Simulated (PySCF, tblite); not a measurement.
Species: C₇H₁₂Si.
SMILES with atom numbers: `[CH3:1][CH2:2][C:3]#[C:4][SiH:5]1[CH2:6][CH2:7][CH2:8]1` (hydrogens: H9, H10, H11 on C1; H12, H13 on C2; H14 on Si5; H15, H16 on C6; H17, H18 on C7; H19, H20 on C8)

Computed geometry: GFN2-xTB, gas phase.

(1) List the bond lengths, angles and torsions at this level.

Answers

(1) 
```csv
bond,length (bohr)
C1–C2,2.891
C2–C3,2.738
C3≡C4,2.278
C4–Si5,3.481
"Si5–C6, Si5–C8",3.618
"C6–C7, C7–C8",2.915
"C1–H9, C1–H10, C1–H11",2.055
"C2–H12, C2–H13",2.068
Si5–H14,2.773
"C6–H15, C8–H19",2.056
"C6–H16, C8–H20",2.057
C7–H17,2.059
C7–H18,2.060
```

Bonds in one row agree within 0.02 bohr and their mean is given. A selection of angles:
```csv
angle,degrees
C1–C2–C3,111.3
C2–C3–C4,178.8
C3–C4–Si5,179.1
C4–Si5–C6,116.6
C4–Si5–C8,116.2
C6–Si5–C8,76.4
Si5–C6–C7,91.1
C6–C7–C8,100.3
```

Torsions: C4–Si5–C6–C7 120° (anticlinal); Si5–C6–C7–C8 -9° (synperiplanar); C6–C7–C8–Si5 9° (synperiplanar); C4–Si5–C8–C7 -120° (anticlinal). The mirror-image conformer, all signs reversed, is as good.

The C–Si distances run from 1.842 Å (C4–Si5, drawn single) to 1.915 Å (Si5–C6, drawn single), a spread of 0.073 Å. Si5 (SiH silicon) has angles from 76.4° to 116.9°. The 4-membered ring Si5–C6–C7–C8 has internal angles of 76.4° to 100.3° (sum 359°, against 360° for a flat polygon); it is slightly puckered (a soft mode that the optimisation may not have finished), 0.06 Å rms from its mean plane, widest ring torsion 9°. The C–C distances run from 1.206 Å (C3≡C4, drawn triple) to 1.543 Å (C6–C7, drawn single), a spread of 0.337 Å.

Point group: C1 (no symmetry element, even within 0.4 Å). Its lowest GFN2-xTB frequency is 7i cm⁻¹, too small to tell a flat minimum from a shallow saddle. The numbers are those of one conformer.
